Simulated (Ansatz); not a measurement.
`CC1OC[SiH2]1` → `C1C[SiH2]CO1`  (isomerisation)

Program: Ansatz. Geometries: PBE0-D4/def2-TZVP. ΔE: electronic, gas phase. CCSD(T)/CBS adds triple-zeta CCSD(T) − MP2 to the extrapolated MP2 energy (def2 sets, frozen cores). Functionals use def2-TZVPP.

| level | ΔE (kcal/mol) |
| --- | --- |
| r2SCAN-D4 | -19.0 |
| MP2/def2-QZVPP | -19.1 |

(1) What does CCSD(T)/CBS give? (An estimate is asked.)

Largest T1 diagnostic among the species: 0.012.

## Answers

(1) Computed: -18.7 kcal/mol. The listed levels differ from it by -0.3, -0.4 kcal/mol.

From PBE to PBE0 (25 % exact exchange), in def2-TZVPP and without D4, ΔE moves by −1.3 kcal/mol.
